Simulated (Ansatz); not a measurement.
A made-up structure of ZnBH₂F, singlet:

```
5
angstrom
B -0.7255 0.5259 -0.4980
Zn 0.8877 -0.6385 0.6096
F 2.2819 -1.6518 1.5666
H -1.7011 -0.1001 -1.1683
H -0.7430 1.8646 -0.5099
```

It is relaxed with PBE-D4/def2-SVP and then PBE0-D4/def2-TZVP (Ansatz 0.2.0). Atoms count as bonded within 1.22 times the sum of their covalent radii (H–H: 0.88 Å). The end point is not checked to be a true minimum.

**Question.** Does its bonding change? (Judge from chemistry; the calculation decides.)

**Answer.** By the calculation: No: no bond forms or breaks.

Where it ends: The first stage lowers the energy by 0.90 eV in 5 steps. It ends as ZnBH₂F ([BH2][Zn][F]):
```xyz
5
angstrom
B -0.6484 0.4683 -0.4452
Zn 0.7919 -0.5719 0.5437
F 2.0386 -1.4725 1.3997
H -1.5207 -0.0876 -1.0443
H -0.6613 1.6637 -0.4538
```

Labels in which every atom is bracketed show which atoms are joined, not bond orders.

For scale, one of the runs: PBE0-D4/def2-TZVP relaxation, 122 basis functions, launched by `ansatz run in.yaml --threads 2 --pin off --events-out ev --progress --plain --max-ram 4352MiB`. Hardware: 2 CPU threads of an Intel Xeon 6975P-C, shared host. Wall time about 5.5 s.
